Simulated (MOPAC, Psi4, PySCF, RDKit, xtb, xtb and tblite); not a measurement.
Two geometries of SMILES B(O)([SiH2]CC=O)O, relaxed at GFN2-xTB with one dihedral held; other torsions can differ between them too.

Structure A

```
14

O      3.2332    -0.5010    -1.1133
C      2.3219    -0.2999    -0.3454
C      0.9152    -0.6558    -0.5645
Si     0.3718    -1.8789     0.8499
B      1.5815    -3.4486     0.7673
O      1.2536    -4.5320     1.5042
O      2.7206    -3.5300     0.0362
H      2.5074     0.2182     0.6171
H      0.7694    -1.0792    -1.5564
H      0.3005     0.2341    -0.4574
H      0.4271    -1.0675     2.0799
H     -1.0627    -2.0898     0.6031
H      1.8702    -5.2659     1.4370
H      3.0010    -2.7877    -0.5006
```

Structure B

```
14

O     -1.0830     1.0826    -1.5145
C     -1.7236     0.4212    -0.7444
C     -1.2998    -0.8869    -0.1607
Si    -2.5752    -1.6771     1.0427
B     -2.9697    -0.4682     2.5632
O     -3.7814    -0.9504     3.5256
O     -2.5137     0.8035     2.7402
H     -2.7295     0.7692    -0.4200
H     -1.0961    -1.5551    -0.9996
H     -0.3230    -0.7404     0.3082
H     -1.9868    -2.9766     1.4047
H     -3.7402    -2.0039     0.2008
H     -3.9604    -0.3444     4.2494
H     -1.9375     1.1831     2.0794
```

Task: Which is lower in energy at the level Psi4 with B3LYP-D3(BJ)/def2-SVP // GFN2-xTB, and by how much?

Result: A is lower, by 6.85 kcal/mol (dihedral O1–C2–C3–Si4: 120° in A, 180° in B).

E(B) − E(A) in kcal/mol at the other levels, on the same two geometries: GFN2-xTB (xtb and tblite) 6.65; B3LYP/def2-SVP // GFN2-xTB (Psi4) 6.40; PBE/def2-SVP // GFN2-xTB (Psi4) 6.67; PBE-D3(BJ)/def2-SVP // GFN2-xTB (Psi4) 6.92; UFF // GFN2-xTB (RDKit) -3.84; AM1, restricted, heats of formation // GFN2-xTB (MOPAC) 1.54; PM3, restricted, heats of formation // GFN2-xTB (MOPAC) 0.61; GFN1-xTB // GFN2-xTB (xtb) 6.57; restricted B3LYP/6-31G*, spherical d, density fitting // GFN2-xTB (PySCF) 6.89; restricted M06-2X/6-31G*, spherical d, density fitting // GFN2-xTB (PySCF) 6.97; restricted LDA (SVWN5)/6-31G*, spherical d, density fitting // GFN2-xTB (PySCF) 8.29; restricted MP2 (frozen core)/6-31G*, spherical d // GFN2-xTB (PySCF) 7.07.
